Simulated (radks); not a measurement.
Q: The rhenium ion Re8+ is in [Kr] 4d10 4f14 5s2 5p5. All-electron calculation, scalar-relativistic Kohn-Sham, r2SCAN, spin-polarised, spherical densities, finite nucleus; meta-GGA in the generalised Kohn-Sham scheme; Fermi nuclear charge, rms radius of each element as measured or else 0.836 A^(1/3) + 0.57 fm. Program: a radial shooting solver on a logarithmic mesh with Libxc functionals. Open shells are filled with parallel spins first. One electron is removed from 4f, 4d, 5s, 5p in turn, with full relaxation. Which removal costs least, and what does each cost?

A: 5p 166.73 eV; 4f 175.72 eV; 5s 209.54 eV; 4d 393.73 eV. The 5p electron leaves first.
